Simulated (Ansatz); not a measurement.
Z-matrix (Å, degrees):
```
Al
C 1 1.9417
H 2 1.0903 1 112.73
H 2 1.0926 3 107.98 1 -123.39
H 2 1.0935 3 107.48 4 -114.53
C 1 1.9448 2 124.90 3 -170.64
H 6 1.0910 1 112.27 2 -3.23
H 6 1.0923 7 107.77 1 123.02
H 6 1.0928 7 107.57 8 114.62
S 1 2.1911 2 116.37 3 9.62
H 10 1.3403 1 95.20 2 179.24
```
Charge 0, spin multiplicity 1.

The numbers are results of frozen-core CCSD(T)/cc-pVTZ // CAM-B3LYP-D3(BJ)/def2-TZVP (Ansatz, a first-principles code), not measurements.

The HF energy is -719.38198 Ha. The MP2 correlation energy comes out as -0.61686 Ha.

Q: Estimate the CCSD correlation energy, the (T) correction, the total energy and the T1 diagnostic.

A: 
```yaml
CCSD correlation energy: -0.66955 Ha
"(T) correction": -0.02681 Ha
CCSD(T) total energy: -720.07833 Ha
T1 diagnostic: 0.010
```
